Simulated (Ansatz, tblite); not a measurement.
Removing an electron: (H2Al-mu-Cl)2 (Al2H4Cl2). The state is a singlet with charge 0. Geometry: r2SCAN-D4/def2-SVP. Ansatz, gas phase; energy differences of separate SCF runs; the oxidised species was run as a doublet alone.

```xyz
8

Al   -1.5873    0.4322    0.0960
H    -1.8830    1.9277    0.4939
H    -2.6325   -0.7028   -0.2220
Cl   -0.0186   -0.4199    1.5836
Al    1.5872   -0.4325   -0.0961
H     1.8720   -1.9299   -0.4946
H     2.6407    0.6953    0.2201
Cl    0.0215    0.4299   -1.5809
```

The xTB rows come from tblite.

**Question.** Estimate orbital energies and vertical ionisation energies at: GFN1-xTB; GFN2-xTB; PBE-D4/def2-TZVP; r2SCAN-D4/def2-TZVP; PBE0-D4/def2-TZVP.

**Answer.** 
| level | −HOMO (eV) | vertical IE (eV) | −LUMO (eV) | HOMO–LUMO gap (eV) |
| --- | --- | --- | --- | --- |
| GFN1-xTB | 12.17 | 14.62 | 5.78 | 6.39 |
| GFN2-xTB | 11.38 | 13.89 | 5.54 | 5.84 |
| PBE-D4/def2-TZVP | 7.14 | 9.70 | 1.75 | 5.38 |
| r2SCAN-D4/def2-TZVP | 7.47 | 9.93 | 1.35 | 6.12 |
| PBE0-D4/def2-TZVP | 8.42 | 10.27 | 0.97 | 7.45 |

 Raw xTB energy differences between charge states are shifted by several eV; the methods need an empirical correction for them.
